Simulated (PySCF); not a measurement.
Job file and geometry (Å, from GFN2-xTB) of an NMR shielding run on `C1C(BOBOC)CC1`, C$_{5}$H$_{12}$B$_{2}$O$_{2}$, GIAO PBE0/pcSseg-1 NMR shielding, non-relativistic, gas phase (PySCF); density fitting, a coarse starting grid and PySCF grid level 2 are the driver's defaults:

```
$ OMP_NUM_THREADS=1 python probes_run.py task.json out

{"job": {"kind": "nmr", "xc": "PBE0", "basis": "pcSseg-1"}, "charge": 0, "multiplicity": 1}
C      2.555816     1.963617     0.529691
O      2.964932     0.975476     1.448087
B      2.141650     0.024004     1.940531
O      0.859754    -0.063516     1.627306
B     -0.325838    -0.124621     1.083525
C     -0.553435    -0.895726    -0.299464
C     -1.888971    -1.660753    -0.455420
C     -2.373698    -0.620548    -1.473865
C     -0.986604     0.033856    -1.465396
H      3.345102     2.077795    -0.215895
H      2.421595     2.913059     1.055166
H      1.619688     1.696011     0.032592
H      2.631981    -0.730575     2.695733
H     -1.228198     0.419448     1.621028
H      0.314778    -1.506201    -0.558565
H     -2.486587    -1.734033     0.451038
H     -1.768802    -2.657373    -0.875986
H     -3.155454     0.029242    -1.086219
H     -2.695213    -1.019071    -2.434788
H     -0.981765     1.099624    -1.239447
H     -0.419652    -0.130219    -2.380122
```

Question: Write the output of this run.

Answer: 
```
coarse grid: 17216 points
cycle   1  E = -397.2746137579  dE =  1.202e+00  |g| = 8.108e-01  |ddm| = 3.949e+00
cycle   2  E = -397.1525614520  dE =  1.221e-01  |g| = 1.161e+00  |ddm| = 1.357e+00
cycle   3  E = -397.3995681023  dE = -2.470e-01  |g| = 8.218e-02  |ddm| = 8.398e-01
cycle   4  E = -397.4005786918  dE = -1.011e-03  |g| = 4.158e-02  |ddm| = 8.801e-02
cycle   5  E = -397.4009864203  dE = -4.077e-04  |g| = 8.168e-03  |ddm| = 4.069e-02
cycle   6  E = -397.4010008071  dE = -1.439e-05  |g| = 1.735e-03  |ddm| = 7.985e-03
cycle   7  E = -397.4010013755  dE = -5.684e-07  |g| = 7.130e-04  |ddm| = 1.724e-03
final grid: 165336 points
cycle   8  E = -397.4752732727  dE = -6.074e-05  |g| = 1.321e-02  |ddm| = 3.308e-02
cycle   9  E = -397.4752402633  dE =  3.301e-05  |g| = 1.885e-02  |ddm| = 2.034e-02
cycle  10  E = -397.4753088028  dE = -6.854e-05  |g| = 1.192e-03  |ddm| = 1.215e-02
cycle  11  E = -397.4753091242  dE = -3.214e-07  |g| = 2.937e-04  |ddm| = 1.239e-03
cycle  12  E = -397.4753091404  dE = -1.617e-08  |g| = 8.283e-05  |ddm| = 2.666e-04
cycle  13  E = -397.4753091420  dE = -1.587e-09  |g| = 2.846e-05  |ddm| = 9.091e-05
cycle  14  E = -397.4753091421  dE = -1.534e-10  |g| = 9.123e-06  |ddm| = 2.156e-05
converged SCF energy = -397.4753091421

GIAO shielding tensors (ppm)
atom      isotropic    diamagn.    paramagn.     s11        s22        s33       span
  0 C      135.375     250.568    -115.193    105.466    119.223    181.436     75.971
  1 O      226.913     390.922    -164.009    100.759    233.750    346.229    245.470
  2 B       80.667     197.211    -116.544     64.788     80.113     97.102     32.314
  3 O       82.423     391.978    -309.556      1.856     89.134    156.279    154.423
  4 B       57.111     196.126    -139.015     10.832     62.683     97.817     86.985
  5 C      158.756     250.800     -92.043    150.361    159.049    166.859     16.498
  6 C      166.290     250.210     -83.920    156.668    158.012    184.191     27.523
  7 C      166.218     253.091     -86.873    150.858    164.018    183.779     32.921
  8 C      167.455     247.210     -79.754    154.542    159.180    188.644     34.101
  9 H       27.965      29.679      -1.714     24.289     26.045     33.559      9.270
 10 H       28.085      29.369      -1.284     24.370     25.789     34.095      9.725
 11 H       27.856      35.022      -7.167     22.970     29.052     31.545      8.575
 12 H       27.462      29.246      -1.784     24.243     27.024     31.120      6.877
 13 H       26.118      31.548      -5.431     24.507     25.333     28.514      4.007
 14 H       29.986      34.705      -4.719     26.509     29.458     33.991      7.481
 15 H       29.586      30.467      -0.881     26.685     27.072     35.001      8.316
 16 H       29.363      30.349      -0.986     26.336     27.080     34.672      8.336
 17 H       29.352      30.329      -0.977     26.727     26.964     34.365      7.638
 18 H       29.504      29.317       0.188     26.269     26.511     35.733      9.464
 19 H       29.803      32.216      -2.413     26.484     28.346     34.578      8.094
 20 H       29.341      31.647      -2.306     26.035     27.616     34.372      8.336
```

Size and cost of the density-fitted run: 213 basis functions, 2.4 min wall time on 1 thread of an Intel Xeon, shared host; peak memory 0.96 GiB.
